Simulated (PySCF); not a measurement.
# What builds the first ionisation energy along group 11

All values are computed (PySCF 2.14, energy differences of UHF-based or UKS calculations, no spin-orbit coupling). Each column adds one step, in eV (sums use unrounded values): valence MP2, valence CCSD, valence triples, then the next inner shell at CCSD(T) (Cu 3s 3p, Ag 4s 4p, Au 5s 5p). References (NIST) marked * lie between the lowest fine-structure levels; the others compare directly ((s) semi-empirical, (t) theoretical).

```json
{"element": "Cu [Ar] 3d10 4s1 → [Ar] 3d10 (x2c-TZVPPall, spin-free X2C)", "UHF": "6.598", "+ MP2": "0.915", "+ CCSD": "-0.143", "+ (T)": "0.122", "+ inner shell": "0.019", "sum": "7.512", "reference": "7.726"}
{"element": "Ag [Kr] 4d10 5s1 → [Kr] 4d10 (x2c-TZVPPall, spin-free X2C)", "UHF": "6.354", "+ MP2": "0.980", "+ CCSD": "-0.131", "+ (T)": "0.074", "+ inner shell": "0.080", "sum": "7.358", "reference": "7.576"}
{"element": "Au [Xe] 4f14 5d10 6s1 → [Xe] 4f14 5d10 (x2c-TZVPPall, spin-free X2C)", "UHF": "7.712", "+ MP2": "1.380", "+ CCSD": "-0.217", "+ (T)": "0.087", "+ inner shell": "0.084", "sum": "9.046", "reference": "9.226"}
```

What remains against the references is mostly basis incompleteness.

These are valence bases, so the inner-shell step is incomplete.
